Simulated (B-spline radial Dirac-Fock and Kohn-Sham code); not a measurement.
System: titanium as Ti⁸⁺ in the configuration [Ne] 3s2 3p2. Calculated with a radial finite-basis atomic code, using Dirac-Hartree-Slater photoionisation with all multipoles and Dirac-Fock thresholds.

Q: Which of the sources Mg Kα (1253.6 eV), Al Kα (taken as 1486.9 eV), Cu Kα (8047.8 eV), Ag Kα (22162.9 eV) can ionise the 2p3/2 level, and how does the cross section change among them?

A: The computed threshold is 645.7 eV, so all of them can. Cross sections: Mg Kα 119 kb, Al Kα 73.0 kb, Cu Kα 0.313 kb, Ag Kα 0.00780 kb. From the first to the last it falls by a factor of 15000.
